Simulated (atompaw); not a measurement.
Li (Z = 3): PAW (atompaw) pseudisation with PBE, scalar-relativistic reference atom.

atompaw 4.2.0.5 input, output lines left out:

```
Li 3
GGA-PBE scalarrelativistic loggrid 1500 logderivrange -6 5 276
2 2 0 0 0 0
2 0 0
2 1 0
0 0 0
v
v
v
1
3.00 2.80 2.10 2.15
n
y
1.75
n
custom rrkj vanderbiltortho besselshape
bessel
0.60
3.00
3.00
3.00
```

All-electron outer shells of the reference configuration (PBE, scalar-relativistic, ld1.x):

| shell | level (eV) | outermost node (bohr) | outermost maximum (bohr) |
| --- | --- | --- | --- |
| 1s | -60.41 | – | 0.36 |
| 2s | -6.79 | 0.81 | 2.53 |
| 2p | -4.75 | – | 2.53 |

Calculated quality:

- Cutoffs needed: 120 Ry and 160 Ry (the cutoffs (Ry, on a coarse ladder) from which the occupation-weighted sum of valence levels, in a spherical-Bessel basis at the reference potential, stays within 10 and 1 mRy of its value at 400 Ry)
- Ghost test: no extra level below or beside the all-electron valence levels (s, p, d, f tested) (spherical-Bessel basis up to 400 Ry, 20 bohr box)
- Lowest eigenvalue of the overlap operator: 0.55 (s channel)
- Overlap eigenvalues printed by atompaw (projector basis): 0.542, 2.42, 6.75, 16.8
- Share of each valence orbital outside the PAW sphere: 1s 0 %, 2s 50 %, 2p 54 %

Generation and tests took about 0.73 s on one core of a shared server CPU.
